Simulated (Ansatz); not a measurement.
Ansatz (an electronic-structure program) input (MP2/6-31G* with LANL2DZ past Ar): The .json file joins the Basis Set Exchange's 6-31G* for atoms up to Ar and LANL2DZ past it.

Ansatz 0.2 input:
```yaml
crystal:
  periodic: [false, false, false]
  atoms:
    - {symbol: As, position_ang: [-0.14653518, -0.20555075, 0.32176302]}
    - {symbol: F, position_ang: [1.33592544, -0.37212610, -0.58230773]}
    - {symbol: F, position_ang: [-0.79862979, 1.12581217, -0.59749001]}
basis:
  gaussian:
    orbitals: 6-31Gs+LANL2DZ.json
magnetization: {spin_polarized: true, initial_magnetization: 1}
correlation: {method: mp2, electrons: outside_noble_gas}
relax: {f_tol: 0.003, max_steps: 120}
```

From the last part of the output:

```
the calculation of the forces begins
relax step   3: F+E_penalty+E_count = -5584.59479804 eV  Δ(F+E_penalty+E_count) = -9.640e-4 eV  max|allowed force component| = 3.211e-3 eV/Å  Δτ_max = 0.0057 Å  (41 SCF iters, accepted)
these checks for a lower state are left out or cut short: starts, cluster_reference, orbital_swaps, neighbouring_geometries, increment
integrals: 0.01 GiB planned
410 factors; integrals over basis functions are off by at most 2.4e-4 eV
mean field: 0.08 GiB planned
mean field -5573.73194610 eV, -204.8308710080 hartree, gradient 2.4e-6 eV, S^2 0.756084; 0 other end points of the search recorded, 0 dependent functions left out
2 core orbitals not correlated
reference -5573.73194610 eV, -204.8308710080 hartree; 10, 9 occupied and 26, 27 virtual orbitals, 410 factors
densities: 0.06 GiB planned
second order -10.86285229 eV of doubles, -0.00000000 eV of singles
the calculation of the forces begins
relax step   4: F+E_penalty+E_count = -5584.59479839 eV  Δ(F+E_penalty+E_count) = -3.488e-7 eV  max|allowed force component| = 1.085e-5 eV/Å  Δτ_max = 0.0001 Å  (30 SCF iters, accepted)
these checks for a lower state are left out or cut short: cluster_reference
integrals: 0.01 GiB planned
410 factors; integrals over basis functions are off by at most 2.4e-4 eV
mean field: 0.08 GiB planned
mean field evaluation 64: about -5573.7319 eV, gradient 2.6e-6 eV
mean field -5573.73194610 eV, -204.8308710080 hartree, gradient 2.4e-6 eV, S^2 0.756084; 1 other end points of the search recorded, 0 dependent functions left out
2 core orbitals not correlated
reference -5573.73194610 eV, -204.8308710080 hartree; 10, 9 occupied and 26, 27 virtual orbitals, 410 factors
densities: 0.06 GiB planned
second order -10.86285229 eV of doubles, -0.00000000 eV of singles
the calculation of the forces begins
Total energy: -5584.59479839 eV, -205.2300734664 hartree
Atom 0 at    -0.145413    -0.203977     0.319300 Å, force     0.000005     0.000007    -0.000011 eV/Å
Atom 1 at     1.325855    -0.366239    -0.581144 Å, force    -0.000011     0.000003     0.000005 eV/Å
Atom 2 at    -0.789681     1.118352    -0.596191 Å, force     0.000006    -0.000009     0.000005 eV/Å
Dipole moment:    -0.196094    -0.275069     0.430584 e Å
Checks for a lower state left out: cluster_reference
```
